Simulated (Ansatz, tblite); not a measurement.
Removing an electron: B(NH2)3 (BN₃H₆). The state is a singlet with charge 0. Geometry: PBE-D4/def2-SVP. Ansatz, gas phase; energy differences of separate SCF runs; the oxidised species was run as a doublet alone.

Cartesian coordinates in Å:
```
B 0.012 0.011 0.001
N -1.128 0.882 -0.107
H -1.756 1.045 0.677
H -1.565 1.090 -1.002
N 0.797 -0.301 -1.165
H 1.463 -1.072 -1.160
H 0.468 -0.086 -2.104
N 0.386 -0.537 1.283
H -0.009 -0.154 2.141
H 1.334 -0.879 1.434
```

The xTB rows come from tblite. B3LYP takes the VWN-RPA correlation. Correlated methods freeze 4 core orbitals.

(1) Estimate orbital energies and vertical ionisation energies at: GFN1-xTB; GFN2-xTB; r2SCANh-D4/def2-TZVP; B3LYP-D4/def2-TZVP; PBE0-D4/def2-TZVP; r2SCAN0-D4/def2-TZVP; CAM-B3LYP-D4/def2-TZVP; B2PLYP/def2-TZVP.

## Answers

(1) 
```tsv
level	−HOMO (eV)	vertical IE (eV)	−LUMO (eV)	HOMO–LUMO gap (eV)
GFN1-xTB	10.28	13.84	3.42	6.86
GFN2-xTB	9.46	13.09	2.50	6.96
r2SCANh-D4/def2-TZVP	6.05	8.78	-0.98	7.03
B3LYP-D4/def2-TZVP	6.41	8.92	-0.42	6.83
PBE0-D4/def2-TZVP	6.65	8.90	-0.79	7.44
r2SCAN0-D4/def2-TZVP	6.87	8.93	-1.30	8.17
CAM-B3LYP-D4/def2-TZVP	8.11	9.14	-1.50	9.61
B2PLYP/def2-TZVP	–	9.01	–	–
```

Run but left out: PBE-D4/def2-TZVP, r2SCAN-D4/def2-TZVP (charge +1 doublet: an occupied level 0.28 to 0.45 eV above an empty one).  Raw xTB energy differences between charge states are shifted by several eV; the methods need an empirical correction for them.
